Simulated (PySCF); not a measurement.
Run record: geometry optimisation, methylgermylbromide (`[CH3][GeH2][Br]`).

Computed with PBE0-D3(BJ)/def2-SVP geometry optimisation, gas phase (PySCF 2.14.0). Start geometry: GFN2-xTB. The input is one job of a driver script: a line of settings, then coordinates in Å.

Input:
```
{"job": {"xc": "PBE0", "basis": "def2-SVP", "d3": "d3bj", "grid": 1, "maxiter": 30, "shake": 0.01, "kind": "geom"}, "charge": 0, "multiplicity": 1}
C     -1.047380     0.184780     0.053940
Ge     0.802910    -0.359390    -0.127600
Br     2.114760     1.337200     0.613780
H     -1.265740     0.440890     1.085260
H     -1.743470    -0.578640    -0.300050
H     -1.254250     1.109810    -0.545440
H      1.185040    -1.553440     0.722130
H      1.263260    -0.600340    -1.554490
```

Output:
```
step   0  E = -4691.10675259  max force = 0.017074
step   1  E = -4691.10865953  max force = 0.005048
step   2  E = -4691.10898743  max force = 0.001608
step   3  E = -4691.10903962  max force = 0.001271
step   4  E = -4691.10905453  max force = 0.000973
step   5  E = -4691.10906423  max force = 0.000453
step   6  E = -4691.10906547  max force = 0.000553
step   7  E = -4691.10906595  max force = 0.000430
optimisation converged
```

Energies in Eh; «max force» is the largest Cartesian gradient component in Eh/bohr.

Problem. Give the first gradient maximum in eV/Å.

Solution. With 1 Eh/bohr = 51.422 eV/Å, 0.878 eV/Å.

Problem. How much energy does the optimisation release, in kcal/mol?

Solution. E(step 0) − E(last step) = 0.002313 Eh, which is 1.5 kcal/mol.

In short: final energy -4691.10907 Eh after 7 steps; dipole 2.43 D.

Problem. Where do the atoms end?

Solution. 0.041 Å rms from the input after alignment:
```
atom  x, y, z in Å
C1    -0.7885    0.8604    0.4259
Ge2    0.9448   -0.0124    0.3936
Br3    2.5152    1.5338    1.1129
H4    -1.0147    1.1951    1.4479
H5    -1.5687    0.1572    0.0978
H6    -0.7845    1.7322   -0.2424
H7     1.0229   -1.1991    1.3690
H8     1.3706   -0.4385   -1.0214
```

Problem. Estimate the wall time. Hardware: an AMD EPYC 9R45 with one thread, shared host. And the peak memory of the process?

Solution. About 20 s, with 0.43 GiB resident at the peak, the Python interpreter and its libraries included.
Labels such as C1 count atoms from 1, the log's own numbers from 0.
